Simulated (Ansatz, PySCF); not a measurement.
The pair A = NH3 (SMILES N) (first 4 atoms), B = Si2H6 (SMILES [SiH3][SiH3]); geometry from B3LYP-D3(BJ)/def2-TZVP.
(charge 0, multiplicity 1):
```xyz
12

N     -0.41247     0.18904     0.96085
H     -0.35981    -0.69423     0.46676
H     -1.36153     0.53396     0.87454
H      0.19811     0.84359     0.48555
Si     0.21860    -1.18909     3.71628
Si     0.33563     1.14521     3.87238
H      0.50690    -1.81931     5.03367
H      1.21402    -1.71629     2.75257
H     -1.13483    -1.63375     3.30573
H      0.66951     1.56924     5.25950
H     -0.96167     1.77323     3.52395
H      1.38836     1.69215     2.98283
```

Rows in 6-31G* carry no dispersion term and start afresh at each structure (6-31G* with six Cartesian d functions). MP2/6-31G* freezes PySCF's default core.

Codes used: Ansatz (a first-principles code) with Gaussian orbitals; PySCF for 6-31G* rows. Values without a source in brackets are computed.

Total energies (hartree), monomers frozen at their geometry in the pair:

```json
[
 {"structure": "AB", "HF/6-31G*": "-637.4930475", "B3LYP/def2-TZVPPD": "-639.2354666", "MP2/6-31G*": "-637.8262282"},
 {"structure": "A in the pair's basis", "HF/6-31G*": "-56.1861995", "B3LYP/def2-TZVPPD": "-56.5904855", "MP2/6-31G*": "-56.3581567"},
 {"structure": "B in the pair's basis", "HF/6-31G*": "-581.3035704", "B3LYP/def2-TZVPPD": "-582.6423705", "MP2/6-31G*": "-581.4636575"},
 {"structure": "A", "HF/6-31G*": "-56.1839894", "B3LYP/def2-TZVPPD": "-56.5902775", "MP2/6-31G*": "-56.3540914"},
 {"structure": "B", "HF/6-31G*": "-581.3032349", "B3LYP/def2-TZVPPD": "-582.6422908", "MP2/6-31G*": "-581.4628290"}
]
```

Problem. Work out the interaction energy without and with the counterpoise correction, and the superposition error, for each level.

Solution. 
E(AB) − E(A) − E(B), times 627.509 kcal/mol, with the monomers in their own basis and then in the pair's basis:
- HF/6-31G*: -3.65 uncorrected, -2.06 corrected; the monomers gain 1.60 kcal/mol from borrowed functions
- B3LYP/def2-TZVPPD: -1.82 uncorrected, -1.64 corrected; the monomers gain 0.18 kcal/mol from borrowed functions
- MP2/6-31G*: -5.84 uncorrected, -2.77 corrected; the monomers gain 3.07 kcal/mol from borrowed functions
